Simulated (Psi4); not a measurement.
Here is a job for Psi4.
```
memory 2 GB

molecule {
0 2
  C    -1.19243168   -0.16784419    0.12828578
  Si    0.66435470    0.08504505   -0.14296576
  H    -1.77784666    0.57243506   -0.41016203
  H    -1.51335466   -1.15062903   -0.20606812
  H    -1.44525161   -0.08155527    1.18441817
  H     1.11180308    1.43180120    0.19041623
  H     1.47827415   -0.95561745    0.47320178
}

set basis def2-svp
set reference uks

energy('dsd-pbep86')
print_variables()
```

**Question.** Predict the total energy from DSD-PBEP86/def2-SVP in Psi4.

**Answer.** -330.0423 Eh

**Question.** Predict the SCF-reference <S^2> from DSD-PBEP86/def2-SVP.

**Answer.** 0.753

**Question.** Predict the nuclear repulsion energy from DSD-PBEP86/def2-SVP.

**Answer.** 55.6335 Eh

**Question.** Predict the number of basis functions from DSD-PBEP86/def2-SVP.

**Answer.** 57

These values belong to the state on which the SCF converged, which isn't shown to be the lowest.
